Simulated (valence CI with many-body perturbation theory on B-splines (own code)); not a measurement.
## Questions on Eu⁵⁵⁺

Calculated by configuration interaction combined with many-body perturbation theory (CI+MBPT): six valence electrons over a frozen Dirac-Fock core [He], a basis of 9 s, 9 p, 8 d, 6 f, 3 g, 1 h functions for each j, with the one-electron correlation potential Σ1 (screened to all orders), the two-electron term Σ2, the three-electron term Σ3, Breit, model QED; selected single and double excitations, second order for the rest, scaled by the run's own slope (own B-spline code, finite nucleus).

No measured spectrum was set against this ion. As an estimate, large intervals hold to a few tenths of a per cent, small ones and those within an open d or f shell to about a per cent. Among the levels kept, up to 2100 cm⁻¹ of a level comes from second order outside the variational space, and about a tenth of that is noise between levels of different J, which matters for small intervals.

Levels are named by their leading jj configuration (3d3/2^4 stands for four electrons in 3d with j = 3/2), which in mixed levels can hold well under half, so a name can repeat and another be missing.

Rates and lifetimes use the calculated energies. Strong lines usually hold to 10 to 20 %, long lifetimes can be off by a factor of two.

**Question.** What is the ground level?

**Answer.** (2s^2 2p1/2^2 2p3/2^2) J=2, composition 69 % 2s2 2p4 3P + 31 % 2s2 2p4 1D, g = 1.320.

**Question.** Name the longest-lived excited levels whose lifetime is computed, and their main decay.

**Answer.** (2s^2 2p1/2^2 2p3/2^2) J=0 at 3.52 Ry lives 19.7 ms, mostly by E2 to (2s^2 2p1/2^2 2p3/2^2) J=2; (2s^2 2p1/2 2p3/2^3) J=2 at 50.58 Ry lives 689 ps, mostly by M1 to (2s^2 2p1/2^2 2p3/2^2) J=2; (2s^2 2p1/2 2p3/2^3) J=1 at 49.26 Ry lives 314 ps, mostly by M1 to (2s^2 2p1/2^2 2p3/2^2) J=2.

**Question.** How well does LS coupling describe the low levels?

**Answer.** Among the lowest 20 levels the leading LS term, summed over configurations, holds 59 % on average. For single configurations the figures are 59 % in LS and 99 % in jj coupling. Terms mix most in the J = 2 level at 462.09 Ry, where the leading one holds 25 %.

**Question.** What is the ionisation energy?

**Answer.** 11457 eV; NIST lists 11457 ± 5 eV (theoretical).

**Question.** What are the static dipole polarisabilities of the lowest levels?

**Answer.** (2s^2 2p1/2^2 2p3/2^2) J=2 0.000142 (tensor 4.9e-06); (2s^2 2p1/2^2 2p3/2^2) J=0 0.000136 bohr³, of which the core gives 4.62e-07.
